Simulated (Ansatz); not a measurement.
Consider the redistribution: `NPB[SiH3]` + `[CH3][Zn][F]` → `N[PH][Zn][F]` + `CB[SiH3]`.

Isolated molecules relaxed with PBE0-D4/def2-TZVP in Ansatz; ΔE leaves out vibrations. CCSD(T)/CBS adds triple-zeta CCSD(T) − MP2 to the extrapolated MP2 energy (def2 sets, frozen cores). Functionals use def2-TZVPP. For Zn outer-core shells are correlated without core-valence functions, which leaves a few kJ/mol of doubt a bond. Scalar relativity is left out up to krypton. Each species was taken in one conformer, which may not be the lowest.

`NPB[SiH3]`:

Z-matrix (Å, degrees):
```
Si
B 1 2.002
H 1 1.492 2 109.1
H 1 1.490 2 112.3 3 -118.9
H 1 1.491 2 112.6 3 119.2
P 2 1.797 1 116.1 3 -122.2
H 2 1.193 1 123.2 3 67.9
N 6 1.677 2 118.8 1 163.4
H 6 1.412 2 111.1 1 33.4
H 8 1.007 6 119.3 2 -69.9
H 8 1.006 6 117.2 2 148.2
```

`[CH3][Zn][F]`:

```xyz
6

C     0.416    0.586    0.177
Zn   -0.659   -0.928   -0.281
F    -1.645   -2.317   -0.701
H     0.881    0.440    1.154
H     1.204    0.730   -0.565
H    -0.196    1.489    0.215
```

`N[PH][Zn][F]`:

Cartesian coordinates in Å:
```
N 1.387 -0.395 -0.230
P -0.185 -0.600 -0.881
Zn -1.636 0.346 0.602
F -2.753 0.997 1.801
H 1.786 -1.247 0.131
H 1.613 0.393 0.353
H -0.212 0.505 -1.774
```

`CB[SiH3]`:

```xyz
10

C     1.087    0.867   -0.750
B     0.613   -0.292    0.163
Si   -1.313   -0.635    0.662
H     1.129    0.391   -1.747
H     2.102    1.220   -0.555
H     0.403    1.712   -0.849
H     1.431   -1.069    0.577
H    -1.695   -2.058    0.435
H    -2.290    0.229   -0.059
H    -1.464   -0.366    2.124
```

```tsv
level	ΔE (kcal/mol)
r2SCAN0-D4	1.0
CCSD/def2-SVP	0.3
```

(1) What does CCSD(T)/CBS give? (Estimate.)

Largest T1 diagnostic among the species: 0.017.

## Answers

(1) The calculation gave: +1.1 kcal/mol. The listed levels differ from it by -0.1, -0.8 kcal/mol.

From BLYP to BHLYP (50 % exact exchange), in def2-TZVPP and without D4, ΔE moves by −1.2 kcal/mol. In def2-TZVPP, CCSD(T) changes the Hartree–Fock value by +8.8 kcal/mol (the triples alone add +1.6 kcal/mol) and MP2 by +10.1 kcal/mol. Leaving LDA and LC-ωPBE aside and taking each functional with its dispersion term where it has one, the values, not all of them listed here, spread over 3.6 kcal/mol, from BHLYP-D4 to r2SCAN-D4. LDA lies +3.0 kcal/mol from PBE without D4.
